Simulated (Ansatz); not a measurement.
Born–Oppenheimer molecular dynamics of Cl2GaH2N (6 atoms, charge 0, multiplicity 1). It goes on from the last frame of an earlier run, with new velocities.

Level of theory: Ansatz, RKS r2SCAN/def2-SVP.

```
ensemble                      : NVE (velocity Verlet)
time step                     : 1 fs
steps asked                   : 166
starting velocities drawn for : 100 K
seed                          : 431247
```

Frames 2 fs apart, positions in Å.

Velocities at 140 fs (Å/ps):

```
Ga 0.51 0.03 1.50
N -0.58 0.36 0.50
H -23.99 4.03 -4.12
H 26.16 -19.45 -1.93
Cl 1.69 0.81 -2.05
Cl -2.51 -0.57 -0.92
```

```xyz
6
Properties=species:S:1:pos:R:3 time_fs=140 energy_less_start_eV=-0.077 T=242
Ga 0.064 0.000 0.070
N 0.579 -0.447 1.719
H 0.026 -0.557 2.574
H 1.570 -0.258 1.867
Cl 1.713 0.616 -1.082
Cl -1.982 -0.162 -0.415
6
Properties=species:S:1:pos:R:3 time_fs=142 energy_less_start_eV=-0.051 T=197
Ga 0.065 0.000 0.073
N 0.579 -0.446 1.720
H -0.014 -0.548 2.555
H 1.610 -0.300 1.870
Cl 1.717 0.617 -1.086
Cl -1.987 -0.163 -0.417
6
Properties=species:S:1:pos:R:3 time_fs=144 energy_less_start_eV=-0.088 T=264
Ga 0.066 0.000 0.076
N 0.581 -0.445 1.724
H -0.033 -0.538 2.520
H 1.595 -0.352 1.886
Cl 1.721 0.619 -1.091
Cl -1.993 -0.164 -0.420
6
Properties=species:S:1:pos:R:3 time_fs=146 energy_less_start_eV=-0.087 T=265
Ga 0.066 0.000 0.080
N 0.586 -0.444 1.726
H -0.045 -0.531 2.494
H 1.553 -0.408 1.918
Cl 1.724 0.621 -1.097
Cl -1.998 -0.165 -0.422
6
Properties=species:S:1:pos:R:3 time_fs=148 energy_less_start_eV=-0.112 T=309
Ga 0.067 0.000 0.083
N 0.588 -0.442 1.726
H -0.064 -0.531 2.493
H 1.551 -0.461 1.973
Cl 1.728 0.623 -1.103
Cl -2.004 -0.166 -0.425
6
Properties=species:S:1:pos:R:3 time_fs=150 energy_less_start_eV=-0.098 T=284
Ga 0.068 0.000 0.087
N 0.588 -0.441 1.727
H -0.081 -0.536 2.501
H 1.578 -0.513 2.042
Cl 1.732 0.625 -1.109
Cl -2.009 -0.166 -0.428
6
Properties=species:S:1:pos:R:3 time_fs=152 energy_less_start_eV=-0.071 T=235
Ga 0.068 0.000 0.090
N 0.589 -0.441 1.730
H -0.083 -0.546 2.496
H 1.567 -0.556 2.096
Cl 1.735 0.627 -1.116
Cl -2.014 -0.167 -0.431
6
Properties=species:S:1:pos:R:3 time_fs=154 energy_less_start_eV=-0.081 T=248
Ga 0.069 0.000 0.094
N 0.592 -0.442 1.738
H -0.079 -0.559 2.480
H 1.512 -0.588 2.122
Cl 1.738 0.629 -1.123
Cl -2.018 -0.168 -0.434
6
Properties=species:S:1:pos:R:3 time_fs=156 energy_less_start_eV=-0.036 T=169
Ga 0.070 0.000 0.097
N 0.594 -0.443 1.747
H -0.090 -0.577 2.470
H 1.475 -0.614 2.136
Cl 1.741 0.631 -1.130
Cl -2.022 -0.168 -0.438
6
Properties=species:S:1:pos:R:3 time_fs=158 energy_less_start_eV=-0.072 T=231
Ga 0.071 0.000 0.100
N 0.592 -0.443 1.756
H -0.122 -0.601 2.468
H 1.503 -0.641 2.155
Cl 1.743 0.633 -1.137
Cl -2.025 -0.168 -0.441
6
Properties=species:S:1:pos:R:3 time_fs=160 energy_less_start_eV=-0.043 T=181
Ga 0.072 0.000 0.103
N 0.587 -0.445 1.766
H -0.151 -0.627 2.460
H 1.539 -0.661 2.159
Cl 1.744 0.634 -1.144
Cl -2.027 -0.168 -0.444
6
Properties=species:S:1:pos:R:3 time_fs=162 energy_less_start_eV=-0.074 T=236
Ga 0.074 0.000 0.106
N 0.584 -0.447 1.780
H -0.163 -0.654 2.441
H 1.529 -0.664 2.132
Cl 1.745 0.636 -1.151
Cl -2.029 -0.168 -0.447
```

Of the whole run (166 fs, mean temperature of the second half 221 K): The conserved energy stayed within 0.77 meV per atom of its start (net change -0.45 meV per atom), so the integration is sound. The kinetic energy rose, since the run started high on the potential surface and went downhill. A run of 0.17 ps of so small a system gives no equilibrium averages.

The run took 8.1 min on 4 threads of Arm Neoverse N1, with other jobs on the host, peak memory 0.16 GiB.
